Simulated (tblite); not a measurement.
Compound: C₃H₁₀NPSi₂.
Geometry (GFN2-xTB, Å), atoms numbered from 1 in this order:
```
atom  x, y, z in Å
C1     3.6712   -0.4439    0.2386
C2     2.6673    0.2340   -0.3228
C3     1.2870    0.0130   -0.0212
P4     0.0696    0.8918   -0.7955
N5    -1.3814    0.3556   -0.0806
Si6   -1.4925   -0.3018    1.5379
Si7   -2.8205    0.4494   -1.0822
H8     4.7000   -0.2562   -0.0142
H9     3.4872   -1.2128    0.9711
H10    2.8804    1.0014   -1.0563
H11    1.0571   -0.7468    0.7167
H12   -2.8634   -0.0554    1.9721
H13   -1.2198   -1.7410    1.5011
H14   -0.5273    0.4227    2.3606
H15   -3.3083   -0.9170   -1.2751
H16   -3.8118    1.2569   -0.3739
H17   -2.4017    1.0622   -2.3379
```

Calculated harmonic vibrations of the isolated species, GFN2-xTB (tblite), most abundant isotopes, no scaling. Errors from tens to a few hundred cm⁻¹ against measured bands are possible. Modes of hydrogen on silicon can be 10 to 20 % off. One conformer, not necessarily the lowest.

Harmonic wavenumbers (cm⁻¹): 29.3, 59.4, 90.7, 126.6, 152.2, 170.0, 206.7, 220.1, 238.5, 323.2, 414.6, 509.0, 558.0, 570.8, 582.9, 593.5, 632.7, 733.1, 750.8, 770.8, 772.1, 791.7, 792.9, 816.6, 850.6, 906.3, 932.6, 953.8, 1007.5, 1034.5, 1192.1, 1217.7, 1316.2, 1414.6, 1628.9, 2233.5, 2251.8, 2267.0, 2280.4, 2292.5, 2300.7, 3018.5, 3049.5, 3098.2, 3131.2.

A = 2834, B = 758.1, C = 620.5 MHz; mass 147.009 u (most abundant isotopes); point group C1, symmetry number 1.

Problem. What is the zero-point energy?

Solution. ½Σν̃ = 24642 cm⁻¹ = 70.45 kcal/mol.

Problem. Entropy at 273.15 K, 1 bar (ideal gas, RRHO, classical rotation)?

Solution. Translation 40.46, rotation 29.61, vibration 32.64: S = 102.7 cal/(mol K).

Problem. And Cp and H(273.15 K) − H(0)?

Solution. Cp = 40.23 cal/(mol K), of which vibrations give 32.28 (their classical limit is 45 R = 89.4); H(273.15 K) − H(0) = 6.75 kcal/mol without the zero-point energy, 4.58 from vibrations.

Problem. Blend soft modes into free rotors: weight 1/[1 + (100 cm⁻¹/ν̃)⁴] for the oscillator and the rest for a rotor with moment μB/(μ + B), μ = h/(8π²ν), B = 10⁻⁴⁴ kg m². What vibrational entropy results?

Solution. 29.59 cal/(mol K) in place of 32.64, which changes −T·S at 273.15 K by +0.83 kcal/mol.

Problem. How do the functions run with temperature in this model?

Solution. 
```json
{"T (K)": "100", "S (cal/(mol K))": "73.5", "Cp (cal/(mol K))": "21.2", "H − H(0) (kcal/mol)": "1.45", "G − H(0) (kcal/mol)": "-5.90", "ln q(vib)": "2.47"}
{"T (K)": "200", "S (cal/(mol K))": "91.5", "Cp (cal/(mol K))": "32.1", "H − H(0) (kcal/mol)": "4.10", "G − H(0) (kcal/mol)": "-14.19", "ln q(vib)": "5.70"}
{"T (K)": "300", "S (cal/(mol K))": "106.6", "Cp (cal/(mol K))": "43.0", "H − H(0) (kcal/mol)": "7.87", "G − H(0) (kcal/mol)": "-24.11", "ln q(vib)": "8.81"}
{"T (K)": "500", "S (cal/(mol K))": "132.6", "Cp (cal/(mol K))": "58.7", "H − H(0) (kcal/mol)": "18.18", "G − H(0) (kcal/mol)": "-48.12", "ln q(vib)": "14.75"}
{"T (K)": "800", "S (cal/(mol K))": "163.5", "Cp (cal/(mol K))": "72.4", "H − H(0) (kcal/mol)": "38.04", "G − H(0) (kcal/mol)": "-92.73", "ln q(vib)": "22.77"}
{"T (K)": "1000", "S (cal/(mol K))": "180.3", "Cp (cal/(mol K))": "78.1", "H − H(0) (kcal/mol)": "53.12", "G − H(0) (kcal/mol)": "-127.14", "ln q(vib)": "27.53"}
```

q(vib) and H(0) count from the zero-point level.

Problem. What must be added to the electronic energy to get the Gibbs energy at 273.15 K and 1 bar?

Solution. ZPE + [H(273.15 K) − H(0)] − T·S = 70.45 + 6.75 − 28.05 = 49.15 kcal/mol.

Hindered rotation and anharmonicity are outside this model. Other conformers, if any are populated, would add a mixing term that is left out. The structure is chiral; the term R ln 2 for an equal mix with its mirror image is left out.
